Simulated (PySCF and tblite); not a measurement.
The numbers below are computed, except where a source is named.
Stationary points of C6H11N at GFN2-xTB, in Å:

Structure A

```
 1 C     2.247   -0.030    0.420
 2 C     1.045   -0.053   -0.132
 3 C     0.318    1.179   -0.584
 4 C    -1.028    1.263    0.165
 5 N    -1.832    0.069    0.018
 6 C    -1.113   -1.111    0.452
 7 C     0.229   -1.303   -0.284
 8 H     2.799    0.887    0.541
 9 H     2.733   -0.928    0.761
10 H     0.910    2.075   -0.394
11 H     0.120    1.117   -1.659
12 H    -0.834    1.401    1.233
13 H    -1.607    2.118   -0.193
14 H    -2.105   -0.039   -0.956
15 H    -0.921   -1.003    1.524
16 H    -1.755   -1.982    0.302
17 H     0.757   -2.167    0.120
18 H     0.027   -1.485   -1.344
```

Structure B

```
 1 C     2.253   -0.023    0.504
 2 C     1.083   -0.054   -0.111
 3 C     0.377    1.167   -0.620
 4 C    -1.011    1.249    0.024
 5 N    -1.740    0.031   -0.273
 6 C    -1.099   -1.129    0.317
 7 C     0.285   -1.307   -0.315
 8 H     2.793    0.897    0.652
 9 H     2.725   -0.917    0.874
10 H     0.946    2.071   -0.399
11 H     0.248    1.085   -1.701
12 H    -0.890    1.411    1.112
13 H    -1.566    2.095   -0.389
14 H    -2.698    0.107    0.053
15 H    -0.980   -1.030    1.412
16 H    -1.719   -2.006    0.116
17 H     0.788   -2.170    0.123
18 H     0.152   -1.481   -1.385
```

Structure C

```
 1 C     2.243   -0.022    0.487
 2 C     1.071   -0.054   -0.125
 3 C     0.364    1.175   -0.616
 4 C    -1.002    1.273    0.097
 5 N    -1.727    0.054   -0.067
 6 C    -1.089   -1.139    0.389
 7 C     0.275   -1.310   -0.315
 8 H     2.783    0.898    0.635
 9 H     2.718   -0.917    0.855
10 H     0.955    2.070   -0.423
11 H     0.190    1.092   -1.691
12 H    -0.815    1.474    1.167
13 H    -1.582    2.103   -0.311
14 H    -2.645    0.040   -0.455
15 H    -0.908   -1.092    1.477
16 H    -1.730   -1.998    0.185
17 H     0.802   -2.174    0.091
18 H     0.097   -1.474   -1.381
```

Geometries: GFN2-xTB; energies: PBE0/pcSseg-1 + D3(BJ); zero-point and thermal terms from GFN2-xTB harmonic modes (soft modes blended into free rotors).

Problem. Which structure is a saddle point, and along which motion?

Solution. C: one imaginary mode (681i cm⁻¹ at GFN2-xTB, mostly on H14, N5), along the pyramidal inversion at N5.

Problem. Give their symmetry and energies above the lowest.

Solution. A Cs, 0.5 kcal/mol; B Cs, 0.0 kcal/mol; C Cs, 4.7 kcal/mol.
